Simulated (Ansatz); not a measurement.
Reaction (SMILES): N[Si](N)(F)F + H+ -> N[Si]([NH3+])(F)F
Structures are relaxed separately at B3LYP-D3(BJ)/def2-TZVP in Ansatz (a quantum-chemistry and plane-wave program), one conformer each, not searched for the lowest. Frequencies are from Ansatz.

Property: proton affinity (enthalpy at 298 K, with B3LYP-D3(BJ) rigid-rotor harmonic-oscillator terms), positive where the reaction releases energy, in eV. Cores are frozen in the correlated levels unless marked. No spin-orbit coupling. No relativistic terms. Basis-set limits of correlation are two-point, X^-3; Hartree-Fock from the larger set. The bracket is a focal-point correction in the basis named.

```
level                                                                 program  proton affinity (eV)
-------------------------------------------------------------  --------------  --------------------
SVWN5/def2-TZVPD                                                       Ansatz                  8.44
PBE-D3(BJ)/def2-TZVPD                                          Ansatz + dftd3                  8.75
r2SCAN-D3(BJ)/def2-TZVPD                                       Ansatz + dftd3                  8.77
r2SCAN-D4/def2-TZVPD                                           Ansatz + dftd4                  8.77
B3LYP-D4/def2-TZVPD                                            Ansatz + dftd4                  8.71
PBE0-D3(BJ)/def2-TZVP                                          Ansatz + dftd3                   [?]
PBE0-D4/def2-TZVPD                                             Ansatz + dftd4                  8.76
r2SCANh-D4/def2-TZVPD                                          Ansatz + dftd4                  8.76
HSE06/def2-TZVPD                                                       Ansatz                  8.77
CAM-B3LYP/def2-TZVPD                                                   Ansatz                   [?]
wB97M-V/def2-TZVPD                                                     Ansatz                  8.61
B2GP-PLYP/def2-TZVPD                                                   Ansatz                  8.68
PBE-QIDH/def2-TZVPD                                                    Ansatz                  8.75
SCS-MP2/STO-3G                                                         Ansatz                 12.42
SCS-MP2/cc-pV(D+d)Z                                                    Ansatz                  9.03
SCS-MP2/cc-pwCVTZ                                                      Ansatz                  8.90
CCSD(T) with core electrons (1s frozen past Ne)/cc-pwCVTZ              Ansatz                   [?]
RI-MP2/CBS(cc-pV(T+d)Z,cc-pV(Q+d)Z)+[CCSD(T)-MP2]/cc-pV(T+d)Z          Ansatz                  8.73
```

**Question.** Some entries are withheld; supply them.

**Answer.** 
- PBE0-D3(BJ)/def2-TZVP, proton affinity (eV): 8.83
- CAM-B3LYP/def2-TZVPD, proton affinity (eV): 8.62
- CCSD(T) with core electrons (1s frozen past Ne)/cc-pwCVTZ, proton affinity (eV): 8.88
